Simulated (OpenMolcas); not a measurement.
**4s2 4p2 along the 32-electron sequence**

```
Program             : OpenMolcas 26.06
Method              : RASSCF
Basis               : ANO-R3
Scalar Hamiltonian  : X2C, finite nucleus
Spin-orbit coupling : state interaction with AMFI integrals over the reference wave functions, term energies averaged over their components
```

Active space for each ion: 2 electrons in 9 orbitals (RAS2 4p; RAS3 4d 5s, at most 1 electron).

Computed levels in cm-1 above 3P0:

```csv
Level,Ge,As+,Se2+,Br3+,Kr4+
3P1,465,900,1471,2211,3158
3P2,1239,2285,3559,5101,6945
1D2,9354,12495,15467,18505,21829
1S0,21750,28389,34273,39812,45444
weight of 3P in the lowest level (%),100,99,99,99,98
```

Measured, with the error of the calculation in %. Measured levels: Ge, As+ from NIST Handbook of Basic Atomic Spectroscopic Data; Se2+ from Moore, Atomic Energy Levels, vol. II, NSRDS-NBS 35 (1971 reprint of NBS Circular 467, 1952); Kr4+ from Saloman, J. Phys. Chem. Ref. Data 36, 215 (2007).

```tsv
Level	Ge	As+	Se2+	Kr4+
3P1	557 (-16.5)	1063 (-15.3)	1741 (-15.5)	3743 (-15.6)
3P2	1410 (-12.1)	2541 (-10.1)	3937 (-9.6)	7595 (-8.6)
1D2	7125 (+31.3)	10096 (+23.8)	13032 (+18.7)	19723 (+10.7)
1S0	16367 (+32.9)	22599 (+25.6)		39204 (+15.9)
```

The fine-structure level 3P2 changes by a factor of 5.61 from Ge to Kr4+. Its fourth root runs 5.93, 6.91, 7.72, 8.45, 9.13, with steps per unit of Z of 0.98, 0.81, 0.73, 0.68; equal steps would mean a (Z - σ)^4 law with constant σ.

1D2 changes by a factor of 2.33 over the same range, with steps per unit of Z of +3140, +2970, +3040, +3320 cm-1.

With the s shell closed, the reference lacks s² → p² mixing. Without dynamic correlation excited terms often stand tens of per cent too high (terms of higher spin than the ground term too low), and those without a measured partner can miss by more than the paired ones (holds for Ge; As+). No level of 4s2 4p 4d was computed, though it lies in the active space (holds for Ge). Computed and measured levels are paired by configuration, term and J; levels that our copy of the source lacks, or whose pairing is in doubt (as where it misses far off the trend of its configuration), stay unpaired and out of the deviations. Where the source uses jj or jK labels, the order within each J decides. Levels of configurations outside the active space are missing.
